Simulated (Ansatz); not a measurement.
`C=[CH][GeH2][Cl]` → `C=C` + `[Cl][GeH]` at 600 K and 1 bar (germylene formation by 1,1-elimination).

Isolated molecules relaxed with PBE0-D4/def2-TZVP in Ansatz; ΔE leaves out vibrations. CCSD(T)/CBS adds triple-zeta CCSD(T) − MP2 to the extrapolated MP2 energy (def2 sets, frozen cores). This one scheme is used for every species. For Ge outer-core shells are correlated without core-valence functions, which leaves a few kJ/mol of doubt a bond. Scalar relativity is left out up to krypton. Each species was taken in one conformer, which may not be the lowest.

```tsv
species	CCSD(T)/CBS energy (Eh)	H − E (kJ/mol)	S (J/(mol·K))
`C=[CH][GeH2][Cl]`	-2615.01675	209.4	410.3
`C=C`	-78.48111	161.6	257.2
`[Cl][GeH]`	-2536.49422	43.2	296.6
```

H − E and S are ideal-gas, rigid-rotor, harmonic terms from PBE0-D4/def2-TZVP, for one conformer and one mirror image of each species. 1 Eh = 2625.50 kJ/mol, R = 8.31446 J/(mol·K).

Task: By hand: ΔE, ΔH, ΔS and ΔG.

Result: ΔE = (-78.48111) + (-2536.49422) − (-2615.01675) = 0.04142 Eh = 108.7 kJ/mol. Δ(H − E) = 161.6 + 43.2 − 209.4 = -4.6, so ΔH = 104.1 kJ/mol. ΔS = 257.2 + 296.6 − 410.3 = 143.5 J/(mol·K). ΔG = 104.1 − 600 × (143.5)/1000 = 18.0 kJ/mol.

Task: By hand: the equilibrium constant, and the temperature at which ΔG would vanish if ΔH and ΔS stayed fixed.

Result: log₁₀ K = −ΔG/(RT ln 10) = -1.6. ΔG = 0 at ΔH/ΔS = 725 K.

The number of gas molecules changes by +1, which sets the sign of ΔS. A doubt of 5 kJ/mol in ΔE shifts log₁₀ K by 0.4 here. Other conformers and mirror images would add mixing entropy, several J/(mol·K) or more a flexible species. These are equilibria of isolated gas molecules and say nothing of rates. Largest T1 diagnostic: 0.013 (customary marks: 0.02 for closed shells, 0.045 for open ones).
